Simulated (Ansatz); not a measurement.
Species: CCuO, charge 1, multiplicity 1. SMILES: O=[C+][Cu]
Coordinates optimised at B3LYP-D3(BJ)/def2-TZVP (Ansatz, a first-principles code):
```
C
O 1 1.1141
Cu 1 1.9065 2 180.00
```
Charge +1, spin multiplicity 1.

Parts of the frozen-core correlation energy in 6-31G (Ansatz, hartree). Frozen orbitals: 11; correlated occupied orbitals by spin: 10 and 10; virtual: 26 and 26. Spin-orbit coupling is left out. Non-relativistic.

```json
[
 {"term": "reference (HF)", "value": "-1751.06678"},
 {"term": "MP2 opposite-spin", "value": "-0.30678"},
 {"term": "MP2 same-spin", "value": "?"},
 {"term": "CCSD correlation", "value": "?"},
 {"term": "(T)", "value": "?"},
 {"term": "T1 diagnostic", "value": "0.036"},
 {"term": "largest doubles amplitude", "value": "0.048"}
]
```

Problem. Some entries are withheld; supply them.

Solution. 
- MP2 same-spin, value: -0.14470
- CCSD correlation, value: -0.41376
- (T), value: -0.01368
